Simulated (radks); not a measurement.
Results of a calculation; reference values are marked as such.
Initial-state core-level shifts of neutral tungsten when its valence configuration changes from [Xe] 4f14 5d4 6s2. Level of theory: scalar-relativistic Kohn-Sham, LDA (Slater exchange, Perdew-Wang correlation), spin-unpolarised, spherical densities, point nucleus (a radial shooting solver on a logarithmic mesh with Libxc functionals). Shifts are changes of the shell-averaged eigenvalues in eV (positive: less bound).

\begin{tabular}{lrrrr}
valence & 1s & 3p & 4d & 5s \\ \hline
4f14 5d5 6s1 & +1.874 & +1.942 & +1.952 & +1.915 \\
4f14 5d3 6s2 6p1 & -3.961 & -4.014 & -4.023 & -3.940 \\
4f13 5d4 6s2 6p1 & -13.775 & -16.049 & -14.173 & -8.183 \\
4f14 5d4 6s1 6p1 & -1.625 & -1.607 & -1.608 & -1.607 \\
4f14 5d3.5 6s2 6p0.5 & -1.944 & -1.970 & -1.975 & -1.942 \\
4f14 5d2 6s2 6p2 & -8.183 & -8.292 & -8.303 & -8.072 \\
4f13 5d5 6s1 6p1 & -11.217 & -13.416 & -11.545 & -5.674 \\
4f14 5d3 6s1 6p2 & -5.484 & -5.522 & -5.532 & -5.437 \\
4f14 5d4 6p2 & -3.094 & -3.059 & -3.063 & -3.057 \\
\end{tabular}
